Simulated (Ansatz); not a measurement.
Coupled-cluster diagnostics for Ge₂H⁻, Ansatz.

Geometry of the singlet (PBE-D4/def2-TZVPD):

```xyz
3

Ge   -0.089   -0.067    0.172
Ge    0.789    0.680   -1.695
H    -0.700   -0.613    1.523
```

Correlated methods freeze 18 core orbitals; core or outer-core shells of Ge are correlated, in sets that lack core-valence functions. In CCSD on the charge 0 doublet the largest single amplitude is 0.24, so its Hartree–Fock determinant may place the open shell otherwise than the density functionals do. At PBE0-D4/def2-TZVPD a singlet of charge -1 lies 0.58 eV below the triplet, each at its own geometry. At PBE0-D4/def2-TZVPD a singlet of charge -1 lies 1.38 eV below the quintet, each at its own geometry. The structure comes from a short search, and lower isomers may exist.

Geometry of the charge -1 triplet (PBE-D4/def2-TZVPD):

```
atom   x (Å)   y (Å)   z (Å)
 Ge1  -0.701   0.396   0.004
 Ge2   0.769  -0.685   1.500
  H3  -0.068   0.289  -1.504
```

Geometry of the charge -1 quintet (PBE-D4/def2-TZVPD):

Cartesian coordinates in Å:
```
Ge 0.163 -0.906 0.039
Ge 1.190 1.524 -0.603
H -1.354 -0.617 0.565
```

**Question.** Estimate the CCSD(T) correlation energy, the shares of MP2 and (T), T1 and the reference's ⟨S²⟩ for: charge -1, singlet, own geometry in def2-TZVPPD; charge -1, triplet, own geometry in def2-TZVPPD; charge -1, quintet, own geometry in def2-TZVPPD; charge 0, doublet, vertical in def2-TZVPPD; and the rough time on 4 threads of AMD EPYC 7R43 on a shared host.

**Answer.** 
```
                           state        basis  correlation (eV)  MP2 share (%)  (T) share (%)     T1  ⟨S²⟩ (pure)  wall time                                          remarks
charge -1, singlet, own geometry  def2-TZVPPD           -14.601           95.3            5.5  0.016  0.00 (0.00)      7.5 s                          restricted SCF unstable
charge -1, triplet, own geometry  def2-TZVPPD           -13.269           92.2            4.4  0.037  2.26 (2.00)       74 s                    spin-contaminated (⟨S²⟩ 2.26)
charge -1, quintet, own geometry  def2-TZVPPD           -12.548           93.4            3.9  0.013  6.04 (6.00)       24 s                                                –
     charge 0, doublet, vertical  def2-TZVPPD           -13.195           91.3            4.7  0.046  1.18 (0.75)       17 s  large T1 (0.046), spin-contaminated (⟨S²⟩ 1.18)
```
Customary marks for T1 are 0.02 (closed shells), 0.045 (open shells) and about 0.05 (3d metals). T1 exceeds 0.02 in 2 of 4 rows and 0.045 in 1; the higher it lies, the less the single-reference result can be trusted.
